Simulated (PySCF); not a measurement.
**Two probes of the same atoms: core binding energy and nuclear shielding**

Species: 2,3-dihydrobenzo[b]thiophene, C8H8S.
Numbering: `[cH:1]1[cH:2][cH:3][c:4]2[c:5]([cH:6]1)[CH2:7][CH2:8][S:9]2`

Cartesian coordinates in Å at the PBE0-D3(BJ)/def2-SVP level; atoms count from 1:
```
atom  x, y, z in Å
C1     2.1363   -0.6357    0.0717
C2     2.2828    0.6953   -0.3168
C3     1.1709    1.5319   -0.4223
C4    -0.0888    1.0140   -0.1281
C5    -0.2482   -0.3210    0.2771
C6     0.8693   -1.1429    0.3712
C7    -1.6703   -0.6646    0.6284
C8    -2.5565    0.3356   -0.1102
S9    -1.6117    1.9014   -0.1938
H10    3.0126   -1.2842    0.1405
H11    3.2749    1.0887   -0.5520
H12    1.2851    2.5706   -0.7404
H13    0.7541   -2.1848    0.6826
H14   -1.8065   -0.5568    1.7201
H15   -1.9328   -1.7014    0.3672
H16   -3.5120    0.5258    0.3975
H17   -2.7648    0.0020   -1.1391
```

Binding energies: PySCF, delta-SCF UKS SCAN, pcX-2 on the ionised atom, pcseg-1 elsewhere, spin-free X2C. Shieldings: GIAO KT2/pcSseg-1, non-relativistic, same geometry.

```json
{"atom": "C1", "C 1s (eV)": "289.86"}
{"atom": "C2", "C 1s (eV)": "290.05"}
{"atom": "C3", "C 1s (eV)": "289.99"}
{"atom": "C4", "C 1s (eV)": "290.60"}
{"atom": "C5", "C 1s (eV)": "290.12"}
{"atom": "C6", "C 1s (eV)": "290.10"}
{"atom": "C7", "C 1s (eV)": "290.98"}
{"atom": "C8", "C 1s (eV)": "291.27"}
```

Q: What are the absolute isotropic shieldings of these atoms?

A: 
| atom | environment | C 1s (eV) | isotropic shielding (ppm) |
| --- | --- | --- | --- |
| C1 | aromatic CH carbon | 289.86 | 65.3 |
| C3 | aromatic CH carbon | 289.99 | 66.4 |
| C2 | aromatic CH carbon | 290.05 | 60.7 |
| C6 | aromatic CH carbon | 290.10 | 64.8 |
| C5 | substituted aromatic carbon | 290.12 | 49.9 |
| C4 | substituted aromatic carbon | 290.60 | 43.0 |
| C7 | benzylic-type carbon | 290.98 | 143.0 |
| C8 | sp3 carbon bound to sulfur | 291.27 | 143.4 |

Q: Among the listed atoms, is the one with the highest binding energy also the least shielded?

A: No. The highest binding energy is at C8 (291.27 eV, shielding 143.4 ppm), the lowest shielding at C4 (43.0 ppm, 290.60 eV).

Over these 8 sites the two quantities correlate at r = 0.81. By binding energy: C1 < C3 < C2 ≈ C6 ≈ C5 < C4 < C7 < C8. By shielding: C4 < C5 < C2 < C6 ≈ C1 < C3 < C7 ≈ C8.

The unrestricted hole states depart most from a pure doublet (⟨S²⟩ = 0.75; over 0.85 named) for C 1s of C4 (0.87), which makes this value less certain. Isolated species at its PBE0-D3(BJ)/def2-SVP geometry (one conformer only).
